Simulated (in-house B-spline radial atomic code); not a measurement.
Successive ionisation energies of magnesium; each step leads to the configuration of the next row (after the last: bare). Dirac energy differences include first-order Breit, QED and recoil terms. NIST's values go from ground level to ground level; the uncertainty of those that are theory runs from under 0.1 % in few-electron ions to several per cent in heavy many-electron ones. Computed with a radial B-spline atomic code at the basis-set limit: Dirac-Hartree-Fock, jj configuration that fills j = l - 1/2 first, finite nuclei.

A number in brackets counts the electrons of a j subshell.

```
  ion               configuration  ionisation energy (eV)  tabulated value (eV)  computed minus tabulated (eV)  highest orbital  largest mean radius (bohr)
   Mg                    [Ne] 3s2                     6.6              7.646236                           -1.0            3s1/2                       3.248
  Mg+                    [Ne] 3s1                    14.7              15.03527                           -0.3            3s1/2                      2.8361
 Mg2+                [He] 2s2 2p6                    78.5               80.1436                           -1.6            2p3/2                     0.68867
 Mg3+  [He] 2s2 2p1/2(2) 2p3/2(3)                   110.1              109.2654                            0.8            2p1/2                     0.66743
 Mg4+  [He] 2s2 2p1/2(2) 2p3/2(2)                       ?                     ?                              ?                ?                           ?
 Mg5+  [He] 2s2 2p1/2(2) 2p3/2(1)                   182.7                186.76                           -4.1            2p1/2                     0.62705
 Mg6+           [He] 2s2 2p1/2(2)                   220.9                225.02                           -4.1            2p1/2                      0.6082
 Mg7+           [He] 2s2 2p1/2(1)                       ?                     ?                              ?                ?                           ?
 Mg8+                    [He] 2s2                       ?                     ?                              ?                ?                           ?
 Mg9+                    [He] 2s1                   367.3               367.489                           -0.1            2s1/2                     0.55787
Mg10+                         1s2                  1760.5              1761.805                           -1.3            1s1/2                     0.12873
Mg11+                         1s1                  1962.7              1962.664                            0.0            1s1/2                     0.12468
```

**Question.** Fill in the row of Mg4+.

**Answer.** ionisation energy (eV): 144.9; tabulated value (eV): 141.33; computed minus tabulated (eV): 3.5; highest orbital: 2p1/2; largest mean radius (bohr): 0.64682.

**Question.** Fill in the row of Mg7+.

**Answer.** ionisation energy (eV): 266.1; tabulated value (eV): 265.924; computed minus tabulated (eV): 0.2; highest orbital: 2p1/2; largest mean radius (bohr): 0.59032.

**Question.** Fill in the row of Mg8+.

**Answer.** ionisation energy (eV): 323.9; tabulated value (eV): 327.99; computed minus tabulated (eV): -4.1; highest orbital: 2s1/2; largest mean radius (bohr): 0.57328.

**Question.** Where is the largest jump?

**Answer.** From Mg+ to Mg2+, by a factor of 5.33 (14.741 to 78.521 eV); the highest orbital goes from 3s1/2 to 2p3/2.

**Question.** How far is this level of theory from the measured and semi-empirical values?

**Answer.** Over those 9 rows the differences run from -4.1 to +3.52 eV (mean absolute value 2.2 eV). The calculation leaves out correlation and, in open shells, the multiplet splittings that an average leaves out.
